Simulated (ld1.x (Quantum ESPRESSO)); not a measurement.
## LDA (PZ) TM semilocal dataset for fluorine, scalar-relativistic all-electron reference.

```json
{"Element": "F (Z = 9)", "Generator": "ld1.x (Quantum ESPRESSO) 7.5", "Type": "norm-conserving Troullier–Martins (semilocal form)", "Functional": "LDA (PZ)", "Relativity": "scalar-relativistic", "Frozen core": "[He]", "Valence charge": "7", "Reference configuration": "2s2 2p5", "Partial waves": "2s (bound): rc 0.85 bohr; 3d channel at 0.45 Ry: rc 0.90 bohr; 2p (bound): rc 1.05 bohr", "Local potential": "the p channel", "Core correction": "Bessel-smoothed model core, default radius (core density twice the valence density)"}
```

Results:

| Item | Value |
| --- | --- |
| Cutoffs needed | 140 Ry and 230 Ry (the cutoffs (Ry, on a coarse ladder) from which the occupation-weighted sum of valence levels, in a spherical-Bessel basis at the reference potential, stays within 10 and 1 mRy of its value at 400 Ry) |
| Ghost test | no extra level below or beside the all-electron valence levels (s, d, p tested); the semilocal form is local in each channel, so this says nothing of the separable form that plane-wave codes build from it (spherical-Bessel basis up to 400 Ry, 20 bohr box) |
| Largest excitation error | +670 meV (all-electron minus pseudo) for 2s2 2p1, out of 7 test configurations |

Generation and tests took about 4.1 s on one core of a shared server CPU.
